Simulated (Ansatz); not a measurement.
Basis-set series for CH4ClF2NSi (`N[C@@H](F)[Si@@H](F)Cl`). Charge 0, multiplicity 1. Geometry: relaxed with PBE0-D4/def2-TZVP. It is one conformer, not always the lowest.

Z-matrix (Å, degrees):
```
C
F 1 1.414
Si 1 1.890 2 108.9
N 1 1.402 2 113.9 3 123.1
H 1 1.096 2 105.4 3 -117.3
F 3 1.587 1 109.6 2 -45.7
Cl 3 2.041 1 108.5 2 72.9
H 3 1.475 1 112.3 2 -166.2
H 4 1.011 1 113.6 2 -63.0
H 4 1.010 1 114.1 2 65.1
```

```tsv
functional	basis	functions	energy (Eh)	HOMO (eV)	LUMO (eV)
PBE0-D4	def2-TZVPP	264	-1044.35323	-8.31	0.29
PBE0-D4	def2-QZVPP	488	-1044.39309	-8.36	0.08
ωB97M-V	def2-TZVPP	264	-1044.79404	-10.68	2.02
ωB97M-V	def2-QZVPP	488	-1044.83157	-10.73	1.54
```

**Question.** Give the rows for def2-SVP. (An estimate is asked.)

**Answer.** Ansatz gave: 
| functional | basis | functions | energy (Eh) | HOMO (eV) | LUMO (eV) |
| --- | --- | --- | --- | --- | --- |
| PBE0-D4 | def2-SVP | 112 | -1043.72550 | -8.08 | 0.81 |
| ωB97M-V | def2-SVP | 112 | -1044.15914 | -10.43 | 2.74 |

Positive LUMOs are unbound and depend on the basis.
